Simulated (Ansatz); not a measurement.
Consider the ligand exchange at the Si–O bond: `[NH2][GeH2][O][SiH](N)Cl` + `N[SiH2]S` → `N[SiH2]S[SiH](N)Cl` + `[NH2][GeH2][OH]`.

Program: Ansatz. Geometries: PBE0-D4/def2-TZVP. ΔE: electronic, gas phase. CCSD(T)/CBS is the MP2 limit (def2-TZVPP, def2-QZVPP) plus CCSD(T) − MP2 in def2-TZVPP, frozen cores. DFT in def2-TZVPP. For Ge outer-core shells are correlated without core-valence functions, which leaves a few kJ/mol of doubt a bond. Scalar relativity is left out up to krypton. One conformer a species, not always the lowest.

| level | ΔE (eV) |
| --- | --- |
| r2SCAN | 0.63 |
| CCSD/def2-TZVPP | 0.74 |

Question: What does CCSD(T)/CBS give? (Best estimate.)

Answer: Ansatz gave: +0.65 eV. The listed levels differ from it by -0.02, 0.09 eV.

Largest T1 diagnostic among the species: 0.011.

In def2-TZVPP, CCSD(T) changes the Hartree–Fock value by −0.21 eV (the triples alone add −0.04 eV) and MP2 by −0.28 eV. From PBE to PBE0 (25 % exact exchange), in def2-TZVPP and without D4, ΔE moves by +0.05 eV. The D4 term adds −0.07 eV with B3LYP and −0.04 eV with PBE0; it sums over pairs of atoms, weighted by their polarisabilities, and B3LYP, whose exchange is more repulsive, gets the larger term.

B3LYP here is the variant with VWN-RPA as its local correlation; programs differ in this.
